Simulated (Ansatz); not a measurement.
Reaction (formal exchange of groups at the Si–C bond): `CC[SiH2][GaH2]` + `C#N` → `N#C[SiH2][GaH2]` + `CC`

Gas-phase electronic energies from Ansatz, PBE0-D4/def2-TZVP geometries. CBS: MP2 limit from def2 TZ/QZ plus the TZ coupled-cluster correction, frozen cores. This one scheme is used for every species. Functionals use def2-TZVPP. HSE06 is defined as in plane-wave codes. For Ga outer-core shells are correlated without core-valence functions, which leaves a few kJ/mol of doubt a bond. Scalar relativity is left out up to krypton. One conformer a species, not always the lowest.

`CC[SiH2][GaH2]`:

```xyz
13

C     0.639    0.160    1.628
C    -0.656    0.546    0.921
Si   -0.963   -0.450   -0.650
Ga    0.788   -0.220   -2.296
H     0.790    0.742    2.541
H     0.640   -0.897    1.910
H     1.509    0.328    0.987
H    -0.643    1.609    0.657
H    -1.513    0.407    1.589
H    -1.095   -1.896   -0.294
H    -2.263   -0.047   -1.269
H     0.752   -1.031   -3.646
H     2.014    0.749   -2.080
```

`C#N`:

Cartesian coordinates in Å:
```
C -0.026 0.000 -0.002
N 1.117 -0.016 0.075
H -1.092 0.016 -0.073
```

`N#C[SiH2][GaH2]`:

Cartesian coordinates in Å:
```
N -1.550 2.552 -0.235
C -1.072 1.595 0.194
Si -0.274 0.041 0.804
Ga 0.961 -1.038 -0.978
H -1.376 -0.804 1.331
H 0.596 0.448 1.939
H 1.708 -2.376 -0.642
H 1.008 -0.418 -2.413
```

`CC`:

Z-matrix (Å, degrees):
```
C
C 1 1.519
H 1 1.093 2 111.4
H 1 1.093 2 111.4 3 120.0
H 1 1.093 2 111.4 3 -120.0
H 2 1.093 1 111.4 3 180.0
H 2 1.093 1 111.4 3 -60.0
H 2 1.093 1 111.4 3 60.0
```

Task: Is it downhill or uphill in electronic energy at CCSD(T)/CBS, and by how much? (Best estimate.)

Result: Ansatz gave: Downhill: ΔE = -52.7 kJ/mol.

Task: What do these levels give: LDA (SPW92), revPBE-D4, r2SCANh-D4, ωB97M-V, revPBE, BLYP, PBE0, HSE06, RPA@PBE/def2-TZVPP, MP2/def2-TZVPP, CCSD/def2-TZVPP, MP2/def2-QZVPP? (Best estimate.)

Result: Computed: LDA (SPW92) -49.6, revPBE-D4 -51.2, r2SCANh-D4 -57.0, ωB97M-V -54.0, revPBE -62.1, BLYP -66.1, PBE0 -58.3, HSE06 -58.5, RPA@PBE/def2-TZVPP -53.6, MP2/def2-TZVPP -55.0, CCSD/def2-TZVPP -55.5, MP2/def2-QZVPP -54.4 kJ/mol.

Task: What do rigid-rotor, harmonic-oscillator terms from PBE0-D4/def2-TZVP frequencies (298.15 K, 1 bar) make of the CCSD(T)/CBS value? (Estimate.)

Result: Computed: ΔZPE = +3.5 kJ/mol, ΔH = -49.6 kJ/mol, ΔS = 7 J/(mol·K), ΔG = -51.7 kJ/mol. Modes under 50 cm⁻¹ make the entropy rough.

Largest T1 diagnostic among the species: 0.014.

The D4 term adds +7.6 kJ/mol with B3LYP and +4.3 kJ/mol with PBE0; it sums over pairs of atoms, weighted by their polarisabilities, and B3LYP, whose exchange is more repulsive, gets the larger term. Leaving LDA and LC-ωPBE aside and taking each functional with its dispersion term where it has one, the values, not all of them listed here, spread over 10.1 kJ/mol, from B2PLYP to revPBE-D4. LDA lies +8.6 kJ/mol from PBE without D4.

B3LYP here is the variant with VWN-RPA as its local correlation; programs differ in this.
